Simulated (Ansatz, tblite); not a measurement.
Adding an electron: the cluster Cu₃H₂⁺. Total charge 1; singlet. Geometry: B3LYP-D4/def2-TZVP. Ansatz, gas phase; energy differences of separate SCF runs; the reduced species was run as a doublet alone.

Cartesian coordinates in Å:
```
Cu 0.127 0.000 0.030
Cu 0.332 0.262 -2.495
Cu -0.845 -0.261 2.370
H -0.136 0.760 1.428
H 0.523 -0.762 -1.334
```

The xTB rows come from tblite. The structure comes from a short search, and lower isomers may exist.

Task: Estimate orbital energies and vertical electron affinities at: GFN1-xTB; GFN2-xTB; PBE-D4/def2-TZVP; r2SCAN-D4/def2-TZVP; PBE0-D4/def2-TZVP.

Result: 
```json
{"level": "GFN1-xTB", "−HOMO (eV)": "16.00", "−LUMO (eV)": "13.90", "vertical EA (eV)": "11.40", "HOMO–LUMO gap (eV)": "2.10"}
{"level": "GFN2-xTB", "−HOMO (eV)": "14.37", "−LUMO (eV)": "8.82", "vertical EA (eV)": "6.97", "HOMO–LUMO gap (eV)": "5.55"}
{"level": "PBE-D4/def2-TZVP", "−HOMO (eV)": "10.69", "−LUMO (eV)": "7.86", "vertical EA (eV)": "5.71", "HOMO–LUMO gap (eV)": "2.82"}
{"level": "r2SCAN-D4/def2-TZVP", "−HOMO (eV)": "10.69", "−LUMO (eV)": "7.49", "vertical EA (eV)": "5.58", "HOMO–LUMO gap (eV)": "3.20"}
{"level": "PBE0-D4/def2-TZVP", "−HOMO (eV)": "12.06", "−LUMO (eV)": "6.72", "vertical EA (eV)": "5.23", "HOMO–LUMO gap (eV)": "5.34"}
```

 Raw xTB energy differences between charge states are shifted by several eV; the methods need an empirical correction for them.
